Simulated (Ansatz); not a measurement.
`[SiH3][SnH2][SH]` + H₂O → `[OH][SnH2][SH]` + SiH₄ at 298.15 K and 1 bar (formal hydrolysis of the Sn–Si bond).

Program: Ansatz. Geometries: PBE0-D4/def2-TZVP. ΔE: electronic, gas phase. CBS: MP2 limit from def2 TZ/QZ plus the TZ coupled-cluster correction, frozen cores. This one scheme is used for every species. def2 core potentials past Kr. For Sn outer-core shells are correlated without core-valence functions, which leaves a few kJ/mol of doubt a bond. One conformer a species, not always the lowest.

| species | CCSD(T)/CBS energy (Eh) | H − E (kJ/mol) | S (J/(mol·K)) |
| --- | --- | --- | --- |
| `[SiH3][SnH2][SH]` | -904.49804 | 146.1 | 373.2 |
| H₂O | -76.37941 | 66.4 | 188.7 |
| `[OH][SnH2][SH]` | -689.41238 | 113.3 | 332.2 |
| SiH₄ | -291.46306 | 92.1 | 204.8 |

H − E and S are ideal-gas, rigid-rotor, harmonic terms from PBE0-D4/def2-TZVP, for one conformer and one mirror image of each species. 1 Eh = 2625.50 kJ/mol, R = 8.31446 J/(mol·K).

By hand: ΔE, ΔH, ΔS and ΔG.

ΔE = (-689.41238) + (-291.46306) − (-904.49804) − (-76.37941) = 0.00201 Eh = 5.3 kJ/mol. Δ(H − E) = 113.3 + 92.1 − 146.1 − 66.4 = -7.1, so ΔH = -1.8 kJ/mol. ΔS = 332.2 + 204.8 − 373.2 − 188.7 = -24.9 J/(mol·K). ΔG = -1.8 − 298.15 × (-24.9)/1000 = 5.6 kJ/mol.

By hand: the equilibrium constant, and the temperature at which ΔG would vanish if ΔH and ΔS stayed fixed.

log₁₀ K = −ΔG/(RT ln 10) = -1.0. ΔG = 0 at ΔH/ΔS = 72 K, though so small a ΔH makes that figure unsure.

TΔS isn't small against ΔH here. The sign of ΔG lies within the doubt. A doubt of 5 kJ/mol in ΔE shifts log₁₀ K by 0.9 here. Other conformers and mirror images would add mixing entropy, several J/(mol·K) or more a flexible species. Modes under 60 cm⁻¹, often nearly free rotors, make the harmonic entropy too high. These are equilibria of isolated gas molecules and say nothing of rates. Largest T1 diagnostic: 0.013 (customary marks: 0.02 for closed shells, 0.045 for open ones).
